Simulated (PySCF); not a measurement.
Compound: C₅H₁₂O₂P (charge -1).
Atom-mapped SMILES: `[CH3:1][C:2]([CH3:3])([CH3:4])[P@@:5]([CH3:6])(=[O:7])[O-:8]` (hydrogens: H9, H10, H11 on C1; H12, H13, H14 on C3; H15, H16, H17 on C4; H18, H19, H20 on C6)

The same species was optimised twice, with GFN2-xTB and with PBE0-D3(BJ)/def2-SVP (PySCF), and the same property calculations (PySCF, gas phase) were run on both structures.

| coordinate | GFN2-xTB | PBE0-D3(BJ)/def2-SVP | change |
| --- | --- | --- | --- |
| P5–O8 (Å) | 1.492 | 1.517 | +0.025 |
| P5=O7 (Å) | 1.492 | 1.516 | +0.024 |
| P5–C6 (Å) | 1.873 | 1.853 | -0.020 |
| C1–C2 (Å) | 1.521 | 1.529 | +0.008 |
| C2–C4 (Å) | 1.519 | 1.524 | +0.005 |
| C2–C3 (Å) | 1.519 | 1.524 | +0.005 |
| C2–P5 (Å) | 1.893 | 1.892 | -0.001 |
| O7–P5–O8 (°) | 118.9 | 123.1 | +4.2 |
| C2–P5–C6 (°) | 102.0 | 104.4 | +2.4 |
| C2–P5–O7 (°) | 108.8 | 106.4 | -2.4 |
| C2–P5–O8 (°) | 108.8 | 106.5 | -2.3 |
| C6–P5–O7 (°) | 108.5 | 107.3 | -1.2 |
| C1–C2–P5 (°) | 102.7 | 103.9 | +1.2 |
| C6–P5–O8 (°) | 108.5 | 107.7 | -0.8 |
| C4–C2–P5 (°) | 111.0 | 110.3 | -0.7 |
| C1–C2–P5–C6 (°) | 180 | -179 | +1 |

Rotational constants: A = 2214, B = 1489, C = 1452 MHz (GFN2-xTB) against A = 2189, B = 1470, C = 1463 MHz (PBE0-D3(BJ)/def2-SVP).

On the GFN2-xTB structure: HOMO (eV) -1.90 [PBE0/pcSseg-1]; LUMO (eV) 4.98 [PBE0/pcSseg-1]; GIAO shielding of C1/C3/C4 (mean) (ppm) 158.9 [PBE0/pcSseg-1]; GIAO shielding of C2 (ppm) 153.9 [PBE0/pcSseg-1]; GIAO shielding of P5 (ppm) 312.9 [PBE0/pcSseg-1]; GIAO shielding of C6 (ppm) 172.3 [PBE0/pcSseg-1]; GIAO shielding of O7/O8 (mean) (ppm) 197.2 [PBE0/pcSseg-1].

What do these properties become on the PBE0-D3(BJ)/def2-SVP structure?

```
                                    property          level  on GFN2-xTB  on PBE0-D3(BJ)/def2-SVP  change
                                   HOMO (eV)  PBE0/pcSseg-1        -1.90                    -1.86   +0.04
                                   LUMO (eV)  PBE0/pcSseg-1         4.98                     4.94   -0.04
energy, GFN2-xTB geometry as zero (kcal/mol)  PBE0/pcSseg-1          0.0                     -2.3    -2.3
     GIAO shielding of C1/C3/C4 (mean) (ppm)  PBE0/pcSseg-1        158.9                    156.2    -2.7
                  GIAO shielding of C2 (ppm)  PBE0/pcSseg-1        153.9                    151.9    -2.0
                  GIAO shielding of P5 (ppm)  PBE0/pcSseg-1        312.9                    302.8   -10.1
                  GIAO shielding of C6 (ppm)  PBE0/pcSseg-1        172.3                    170.2    -2.1
        GIAO shielding of O7/O8 (mean) (ppm)  PBE0/pcSseg-1        197.2                    186.9   -10.3
```

The heavy atoms differ by 0.042 Å rms after alignment. Among bonds between heavy atoms P5=O7 and P5–O8 change most and about equally (+0.024 to +0.025 Å). Changes are differences of the printed values. Neither structure is proved a minimum here. Isolated species at its PBE0-D3(BJ)/def2-SVP geometry, gas phase.

Shape of the structure used: `[CH3:1][C:2]([CH3:3])([CH3:4])[P@@:5]([CH3:6])(=[O:7])[O-:8]`: C1–C2–P5–C6 -179°.
